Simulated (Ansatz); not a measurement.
Stepwise reaction of `[Cl][Hf]([Cl])([I])[I]` with hydrogen chloride, as a gas-phase model of exchange steps in deposition or etching. ΔE in kJ/mol; ΔG adds harmonic PBE0-D4 terms to CCSD(T)/CBS, at 1 bar.

Isolated molecules relaxed with PBE0-D4/def2-TZVP in Ansatz; ΔE leaves out vibrations. CCSD(T)/CBS is the MP2 limit (def2-TZVPP, def2-QZVPP) plus CCSD(T) − MP2 in def2-TZVPP, frozen cores. This one scheme is used for every species. Functionals use def2-TZVPP. B3LYP here is the variant with VWN-RPA as its local correlation; programs differ in this. Elements past krypton have def2 core potentials. For Hf, I outer-core shells are correlated without core-valence functions, which leaves a few kJ/mol of doubt a bond.

| step | reaction | PBE-D4 | B3LYP-D4 | ωB97M-V | CCSD(T)/CBS | ΔG(500 K) |
| --- | --- | --- | --- | --- | --- | --- |
| 1 | `[Cl][Hf]([Cl])([I])[I]` + HCl → `[Cl][Hf]([Cl])([Cl])[I]` + HI | -12.3 | -15.3 | -16.5 | -7.3 | -9.1 |
| 2 | `[Cl][Hf]([Cl])([Cl])[I]` + HCl → `[Cl][Hf]([Cl])([Cl])[Cl]` + HI | -12.8 | -15.8 | -16.5 | -8.2 | -5.8 |

(1) By hand: ΔE of the 2 steps together at CCSD(T)/CBS.

Answers

(1) (-7.3) + (-8.2) = -15.5 kJ/mol, or -7.8 kJ/mol a step.

In ΔE the steps differ by no more than 0.9 kJ/mol. All are downhill at CCSD(T)/CBS. ΔG lies between -9.1 and -5.8 kJ/mol a step. PBE-D4 differs from CCSD(T)/CBS by -5.0 to -4.6 kJ/mol a step. Only this route is followed, and other bonds may react first. Isolated molecules leave out the surface, adducts and barriers. Largest T1 diagnostic: 0.014.
